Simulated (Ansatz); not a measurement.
Geometry optimisation, Ansatz, RKS PBE/def2-SVP.

input.yaml

```yaml
crystal:
  periodic: [false, false, false]
  atoms:
    - { symbol: Ge, position_ang: [0.0, 0.0, 0.0] }
    - { symbol: O, position_ang: [0.0, 0.0, 1.77] }
    - { symbol: H, position_ang: [-0.9095, -0.2814, 2.1071] }
    - { symbol: Cl, position_ang: [2.0935, 0.0, -0.7393] }
    - { symbol: Cl, position_ang: [-1.0456, 1.8115, -0.7393] }
    - { symbol: Cl, position_ang: [-1.0456, -1.8115, -0.7393] }
basis:
  gaussian: { orbitals: def2-SVP }
hamiltonian:
  xc: pbe
relax:
  f_tol: 0.02
  max_steps: 40
```

Launched with:

```bash
$ ansatz run input.yaml --threads 2 --pin off --max-ram 3072MiB --backend cpu --events-out ev --progress --plain --runs-dir out
```

Question: Where does it end, and by what steps?

Answer: The forces met the threshold. The force dipped under the threshold on the way, but the program's further checks kept it going. After 11 steps the energy has fallen by 0.137 eV; H3 moved furthest, 0.16 Å.

```csv
step,energy less start (eV),largest force component (eV/Å),accepted
0,0.0000,1.203,yes
1,-0.1271,0.568,yes
2,-0.1346,0.122,yes
3,-0.1351,0.095,yes
4,-0.1345,0.117,no
5,-0.1359,0.030,yes
6,-0.1366,0.005,yes
7,-0.1147,1.221,no
8,-0.1367,0.013,yes
9,-0.1367,0.066,yes
10,-0.1367,0.054,yes
11,-0.1368,0.001,yes
```

```xyz
6
Properties=species:S:1:pos:R:3
Ge -0.019 -0.032 -0.019
O 0.039 -0.088 1.751
H -0.863 -0.132 2.126
Cl 2.023 0.009 -0.661
Cl -1.060 1.725 -0.715
Cl -1.027 -1.763 -0.823
```

Whether the end is a true minimum wasn't checked by a vibrational analysis.

Run time: 26 s on 2 threads of Arm Neoverse V1 (shared host), peak memory 0.16 GiB.
